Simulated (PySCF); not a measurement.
Isomers of C6H11B, mass 94.095 u with the commonest isotopes. Theory: PBE0-D3(BJ)/def2-SVP geometry optimisation, gas phase (PySCF 2.14.0). One conformer each, none proved a minimum here; rigid rotors.

Problem. Order these by radius of gyration √(Σ m r²/M), largest first.
A. `[BH2:1][C@H:2]1[CH2:3][CH2:4][C:5]12[CH2:6][CH2:7]2` with H–B1–C2–C3 -10° and 176°
B. `[BH2:1][C@@H:2]1[CH:3]=[CH:4][CH2:5][CH2:6][CH2:7]1` with H–B1–C2–C3 -22° and 166°, B1–C2–C3–C4 -153°, C3–C4–C5–C6 -15°, C4–C5–C6–C7 46°, C5–C6–C7–C2 -59°
C. `[BH2:1][C@@H:2]1[CH2:3][C@H:4]1[CH:5]1[CH2:6][CH2:7]1` with H–B1–C2–C3 20° and -162°, C3–C4–C5–C6 -116°
D. `[CH2:1]=[CH:2][CH2:3][BH:4][C:5](=[CH2:6])[CH3:7]` with C1–C2–C3–B4 -78°, C2–C3–B4–C5 -85°, C3–B4–C5–C6 -179°
E. `[CH2:1]=[C:2]=[CH:3][CH2:4][B:5]([CH3:6])[CH3:7]` with C2–C3–C4–B5 -116°, C3–C4–B5–C6 178°

Solution. E (2.316 Å), D (2.066 Å), C (1.999 Å), B (1.824 Å), A (1.706 Å).

Problem. Order these by rotational constant A, smallest first.
A. `[BH2:1][C@H:2]1[CH2:3][CH2:4][C:5]12[CH2:6][CH2:7]2` with H–B1–C2–C3 -10° and 176°
B. `[BH2:1][C@@H:2]1[CH:3]=[CH:4][CH2:5][CH2:6][CH2:7]1` with H–B1–C2–C3 -22° and 166°, B1–C2–C3–C4 -153°, C3–C4–C5–C6 -15°, C4–C5–C6–C7 46°, C5–C6–C7–C2 -59°
C. `[CH2:1]=[CH:2][CH2:3][BH:4][C:5](=[CH2:6])[CH3:7]` with C1–C2–C3–B4 -78°, C2–C3–B4–C5 -85°, C3–B4–C5–C6 -179°
D. `[CH2:1]=[C:2]=[CH:3][CH2:4][B:5]([CH3:6])[CH3:7]` with C2–C3–C4–B5 -116°, C3–C4–B5–C6 178°
E. `[BH2:1][C@@H:2]1[CH2:3][C@H:4]1[CH:5]1[CH2:6][CH2:7]1` with H–B1–C2–C3 20° and -162°, C3–C4–C5–C6 -116°

Solution. A (4097 MHz), C (4497 MHz), B (4621 MHz), D (5494 MHz), E (5843 MHz).

Problem. Order these by out-of-plane moment Σ m c² = (Ia + Ib − Ic)/2, largest first.
A. `[CH2:1]=[CH:2][CH2:3][BH:4][C:5](=[CH2:6])[CH3:7]` with C1–C2–C3–B4 -78°, C2–C3–B4–C5 -85°, C3–B4–C5–C6 -179°
B. `[CH2:1]=[C:2]=[CH:3][CH2:4][B:5]([CH3:6])[CH3:7]` with C2–C3–C4–B5 -116°, C3–C4–B5–C6 178°
C. `[BH2:1][C@H:2]1[CH2:3][CH2:4][C:5]12[CH2:6][CH2:7]2` with H–B1–C2–C3 -10° and 176°
D. `[BH2:1][C@@H:2]1[CH2:3][C@H:4]1[CH:5]1[CH2:6][CH2:7]1` with H–B1–C2–C3 20° and -162°, C3–C4–C5–C6 -116°
E. `[BH2:1][C@@H:2]1[CH:3]=[CH:4][CH2:5][CH2:6][CH2:7]1` with H–B1–C2–C3 -22° and 166°, B1–C2–C3–C4 -153°, C3–C4–C5–C6 -15°, C4–C5–C6–C7 46°, C5–C6–C7–C2 -59°

Solution. A (40.97 u·Å²), C (36.23 u·Å²), B (25.15 u·Å²), D (21.80 u·Å²), E (10.75 u·Å²).

```
              SMILES  point group  Ia (u·Å²)  Ib (u·Å²)  Ic (u·Å²)      κ  μa (D)  μb (D)  μc (D)
         C=C=CCB(C)C           C1      91.98     438.04     479.72  -0.95    0.72    0.04    0.05
B[C@@H]1C[C@H]1C1CC1           C1      86.50     311.42     354.32  -0.91    1.27    0.83    0.37
     B[C@@H]1C=CCCC1           C1     109.36     214.46     302.32  -0.54    0.77    0.35    0.28
         C=CCBC(=C)C           C1     112.37     330.37     360.80  -0.92    0.02    0.59    0.49
     B[C@H]1CCC12CC2           C1     123.36     186.78     237.68  -0.41    0.55    1.18    0.35
```
